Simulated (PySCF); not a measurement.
Compound: C7H9Cl.
SMILES: `C[C@@H]1[C@H]2C[C@@H]3[C@H]2[C@]13Cl`

Vertical excitations from PySCF (density fitting, frozen core in the response, grid level 2 and gas phase unless stated; continuum runs use non-equilibrium linear response for the excitations) on a GFN2-xTB geometry. Reference run:

| settings | S1, eV (f) | S2, eV (f) | S3, eV (f) | S4, eV (f) | S5, eV (f) | S6, eV (f) | T1, eV (Tamm–Dancoff) | mean α (au) |
| --- | --- | --- | --- | --- | --- | --- | --- | --- |
| wB97X-D/def2-SVPD, full TDDFT, 8 singlets | 7.02 (0.002) | 7.49 (0.002) | 7.75 (0.025) | 7.90 (0.020) | 7.99 (0.024) | 8.07 (0.009) | 6.47 | 85.6 |

Task: What do these settings give: PBE0/6-311G**, full TDDFT, 6 singlets?

Result: 
```
                             settings    S1, eV (f)    S2, eV (f)    S3, eV (f)    S4, eV (f)    S5, eV (f)    S6, eV (f)  T1, eV (Tamm–Dancoff)  mean α (au)
PBE0/6-311G**, full TDDFT, 6 singlets  6.86 (0.001)  7.28 (0.003)  7.74 (0.015)  7.93 (0.022)  8.11 (0.003)  8.17 (0.006)                   6.26         78.6
```

S1 moves by -0.16 eV; functional and basis change together, so the shift can't be laid on one. States are counted by energy in each run and needn't keep their character from row to row.

All basis functions are spherical, in the Pople sets too.

Task: Give the leading configurations of S1 (H = HOMO, L = LUMO) and the HOMO–LUMO gap of each run.

Result: 
```
                                 settings  S1 configurations (weight)  S1 (eV)  orbital gap (eV)  S1 − gap (eV)
wB97X-D/def2-SVPD, full TDDFT, 8 singlets        H→L 0.38, H→L+1 0.31     7.02             11.50          -4.48
    PBE0/6-311G**, full TDDFT, 6 singlets                    H→L 0.95     6.86              8.37          -1.51
```

